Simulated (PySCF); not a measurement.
phosphorus nitride cation (NP), SMILES P#N (connectivity only; charge and spin as stated), charge +1, multiplicity 2.

Geometry: r2SCAN-D4/def2-TZVPD. The spin state was assumed, not searched.

Calculation: PySCF 2.14.0 with r2SCAN-D4/def2-TZVPD.

Frequencies are harmonic and unscaled.

Q: Give all harmonic wavenumbers and intensities. (An estimate is asked for; the answer gives what the named calculation found.)

A: 
```json
[
 {"mode": "1", "ν (cm⁻¹)": "1363", "IR (km/mol)": "5.4", "moving atoms (share of kinetic energy)": "N 69 %, P 31 %"}
]
```
